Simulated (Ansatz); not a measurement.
Hf3O6. Total charge 0; triplet. Geometry PBE-D4/def2-SVP; atoms count from 1.

Cartesian coordinates in Å:
```
Hf -1.310 0.570 1.287
Hf 1.656 1.286 -0.598
Hf -0.070 -1.855 -0.473
O 3.171 1.347 0.377
O 1.371 -0.613 -1.047
O -0.842 -1.361 1.289
O 0.189 1.708 0.647
O -2.866 1.007 0.369
O -1.300 -2.088 -1.851
```

In the def2 sets Hf takes a core potential; there is no spin–orbit coupling. At PBE0-D4/def2-TZVP a singlet of charge 0 lies 2.71 eV below the triplet, each at its own geometry. The structure comes from a short search, and lower isomers may exist.

Estimate the Mulliken populations from the PBE0/def2-TZVP orbitals of Ansatz.


```
atom  charge (e)  spin (α − β)  d electrons
 Hf1        1.23          0.13         1.96
 Hf2        1.35         -0.02         1.98
 Hf3        1.05          0.86         1.88
  O4       -0.60          0.01            –
  O5       -0.69          0.03            –
  O6       -0.68          0.04            –
  O7       -0.70          0.01            –
  O8       -0.62          0.02            –
  O9       -0.33          0.92            –
```
Mulliken values depend strongly on the basis.

Where does the spin sit?

Summed by element: Hf 0.98, O 1.02, of 2 unpaired in all. Largest on single atoms: O9 0.92, Hf3 0.86, Hf1 0.13.

And the Mayer bond orders between heavy atoms (over 0.3)?

Hf1–Hf3 0.33 (3.24 Å); Hf1–O6 0.93 (1.99 Å); Hf1–O7 0.99 (1.99 Å); Hf1–O8 2.08 (1.86 Å); Hf2–O4 2.11 (1.80 Å); Hf2–O5 0.95 (1.97 Å); Hf2–O7 1.01 (1.97 Å); Hf3–O5 1.06 (1.99 Å); Hf3–O6 1.06 (1.99 Å); Hf3–O9 1.20 (1.86 Å).
